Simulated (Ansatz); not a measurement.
Calculated with Ansatz (gas phase, PBE0-D4/def2-TZVP geometries, no zero-point term in ΔE). CCSD(T)/CBS is the MP2 limit (def2-TZVPP, def2-QZVPP) plus CCSD(T) − MP2 in def2-TZVPP, frozen cores. This one scheme is used for every species. Functionals use def2-TZVPP. def2 core potentials past Kr. For Br, Cd outer-core shells are correlated without core-valence functions, which leaves a few kJ/mol of doubt a bond. Scalar relativity is left out up to krypton. One conformer a species, not always the lowest.

`[F][Cd][SH]` + `Cl[Si]Br` → `[F][Cd][Br]` + `S[Si]Cl`  (redistribution)

```
      species  r2SCAN0 energy (Eh)
`[F][Cd][SH]`           -666.44182
   `Cl[Si]Br`          -3323.85224
`[F][Cd][Br]`          -2841.83100
    `S[Si]Cl`          -1148.47349
```

(1) Work out ΔE.

(2) What do rigid-rotor, harmonic-oscillator terms from PBE0-D4/def2-TZVP frequencies (298.15 K, 1 bar) make of the CCSD(T)/CBS value? (An estimate is asked.)

Largest T1 diagnostic among the species: 0.016.

Answers

(1) ΔE = (-2841.83100) + (-1148.47349) − (-666.44182) − (-3323.85224) = -0.01043 Eh = -6.5 kcal/mol. CCSD(T)/CBS gives -6.1 kcal/mol.

(2) Ansatz gave: ΔZPE = +0.7 kcal/mol, ΔH = -5.5 kcal/mol, ΔS = -18 J/(mol·K), ΔG = -4.2 kcal/mol.

At CCSD(T), def2-SVP lies −1.0 kcal/mol from the extrapolated value and def2-TZVPP +0.2 kcal/mol. From r2SCAN to r2SCAN0 (25 % exact exchange), in def2-TZVPP and without D4, ΔE moves by −0.7 kcal/mol. Leaving LDA and LC-ωPBE aside and taking each functional with its dispersion term where it has one, the values, not all of them listed here, spread over 2.6 kcal/mol, from BHLYP-D4 to BLYP-D4.
